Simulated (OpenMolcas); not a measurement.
## Ions of charge +3 along the 3d row on the Mg site of KMgF3

```
Program             : OpenMolcas 26.06
Method              : CASSCF
Spin-orbit coupling : RASSI with atomic mean-field integrals over the reference wave functions
```

The d shell is active. Each dopant is a cluster with its nearest anions in model potentials and point charges, with no relaxation and no local charge compensation. Distances were set from a Shannon-type radius of the metal (high-spin where two are listed) plus a fixed donor radius (F 1.31 Å), in hosts weighted 0.65 to 0.35 with the host's distance in the model lattice. Ligand basis ANO-RCC-VDZP, DKH2 Hamiltonian. States (labels of O, the rotations of Oh). Energies in cm-1 above the lowest state or level, χT in cm3 K/mol; under a threefold ground state the first gap can be a small split of the lowest multiplet, not the spin-orbit step; 10Dq and B are least-squares fits to the states below 45000 cm-1, weighted by degeneracy, with a free offset, and given where the rms deviation is under 5 % of |10Dq| (or 100 cm-1) and under 700 cm-1. Spin-only χT is S(S+1) / 2 for the spin of the ground state.

```json
{"Ion": "Ti3+", "Shell": "3d1", "R (Å)": "1.982", "Metal basis": "ANO-RCC-VTZP", "Ground state": "2T2", "First state of that spin": "2E 16566", "10Dq": "16566", "B (rms of fit)": "", "First gap with spin-orbit (degeneracies)": "216.6 (4, 2)", "χT at 300 K": "0.446", "First state of another spin": "", "Spin-only χT": "0.375"}
{"Ion": "V3+", "Shell": "3d2", "R (Å)": "1.963", "Metal basis": "ANO-RCC-VTZP", "Ground state": "3T1", "First state of that spin": "3T2 13075", "10Dq": "14770", "B (rms of fit)": "998 (99)", "First gap with spin-orbit (degeneracies)": "5.4 (2, 3)", "χT at 300 K": "0.891", "First state of another spin": "1T2 13953", "Spin-only χT": "1.000"}
{"Ion": "Fe3+", "Shell": "3d5", "R (Å)": "1.966", "Metal basis": "ANO-RCC-VTZP", "Ground state": "6A1", "First state of that spin": "", "10Dq": "10440", "B (rms of fit)": "1217 (112)", "First gap with spin-orbit (degeneracies)": "27169 (6, 2)", "χT at 300 K": "4.385", "First state of another spin": "4T1 27266", "Spin-only χT": "4.375"}
{"Ion": "Co3+", "Shell": "3d6", "R (Å)": "1.943", "Metal basis": "ANO-RCC-VTZP", "Ground state": "5T2", "First state of that spin": "5E 9775", "10Dq": "10218", "B (rms of fit)": "1232 (183)", "First gap with spin-orbit (degeneracies)": "270.8 (3, 2)", "χT at 300 K": "4.182", "First state of another spin": "3T1 16122", "Spin-only χT": "3.000"}
{"Ion": "Ni3+", "Shell": "3d7", "R (Å)": "1.937", "Metal basis": "ANO-RCC-VTZP", "Ground state": "4T1", "First state of that spin": "4T2 8197", "10Dq": "9972", "B (rms of fit)": "1303 (302)", "First gap with spin-orbit (degeneracies)": "471.7 (2, 4)", "χT at 300 K": "3.413", "First state of another spin": "2E 14009", "Spin-only χT": "1.875"}
{"Ion": "Cu3+", "Shell": "3d8", "R (Å)": "1.898", "Metal basis": "ANO-RCC-VTZP", "Ground state": "3A2", "First state of that spin": "3T2 10021", "10Dq": "", "B (rms of fit)": "", "First gap with spin-orbit (degeneracies)": "9646 (3, 2)", "χT at 300 K": "1.338", "First state of another spin": "1E 19045", "Spin-only χT": "1.000"}
```

Among the 5 ions with a close fit, |10Dq| is smallest for Ni3+ (9972 cm-1) and largest for Ti3+ (16566 cm-1). The error differs from ion to ion, so this order need not be the real one.

B goes from 998 cm-1 (V3+) to 1303 cm-1 (Ni3+).

Every ion keeps the highest spin of its shell. χT departs most from the spin-only value for Ni3+, by +1.538 cm3 K/mol.

Ligand-to-metal charge-transfer states are missing. With metal d orbitals alone and no dynamic correlation 10Dq can be off by a tenth to a fifth, either way, in oxide and fluoride hosts. An orbital triplet at a regular site is open to Jahn-Teller coupling, which can distort the site and quench the lowest spin-orbit gaps and is left out (holds for Ti3+; V3+; Co3+; Ni3+). Without dynamic correlation the repulsion within the d shell is too large (B by tens of per cent), so at a given field states of lower spin stand too high (holds for V3+; Fe3+; Co3+; Ni3+; Cu3+). With no ligand orbital active B as a rule stays too high, so bands that hang on it stand too high and its fall with covalency is understated (holds for V3+; Fe3+; Co3+; Ni3+; Cu3+). CASSCF with metal d orbitals alone favours high spin, so a ground state of lower spin is not ruled out (holds for Co3+). This shell can be high or low spin here, a state of another spin lies low, and with metal d orbitals alone active their balance is uncertain, so the ground spin may be wrong (holds for Ni3+). No measured value stands beside these numbers; the geometry was set by hand and not optimised.
